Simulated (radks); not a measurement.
Dispersion coefficients C6 (hartree bohr^6) between ground-configuration atoms and ions, from the Casimir-Polder integral (3/pi) of alpha_A(iw) alpha_B(iw). Calculated with a radial shooting solver on a logarithmic mesh with Libxc functionals: scalar-relativistic Kohn-Sham, LDA (Slater exchange, VWN5 correlation), spin-polarised, spherical densities, finite nucleus; open shells are filled with parallel spins first (spin-orbit coupling, left out, can overturn this in heavy ions); Fermi nuclear charge, rms radius of each element as measured or else 0.836 A^(1/3) + 0.57 fm. Response by self-consistent Sternheimer equations with the Hartree and adiabatic LDA kernel, the relativistic mass of each level held fixed and spin-orbit coupling left out. For heavy and open-shell atoms this level of theory can miss by tens of per cent.

C6     Sc3+    Xe+     Sn     Nb     Ag    Mo+    Ca
Sc3+  5.730
Xe+   27.75  158.3
Sn    45.46  295.1  640.9
Nb    51.17  342.8  781.7  973.8
Ag    35.45  222.4  474.8  578.7  353.5
Mo+   25.48  150.3  296.7  352.0  222.5  145.9
Ca    58.56  422.7   1052   1351  776.3  451.3  1953

Static polarisabilities (bohr^3): Sc3+ ([Ar]) 2.162, Xe+ ([Kr] 4d10 5s2 5p5) 18.19, Sn ([Kr] 4d10 5s2 5p2) 59.33, Nb ([Kr] 4d4 5s1) 88.00, Ag ([Kr] 4d10 5s1) 44.73, Mo+ ([Kr] 4d5) 22.30, Ca ([Ar] 4s2) 146.5. The combination rule 2 Ca Cb / ((alpha_b/alpha_a) Ca + (alpha_a/alpha_b) Cb) gives 345.5 for Nb-Mo+, against 352.0 from the integral.
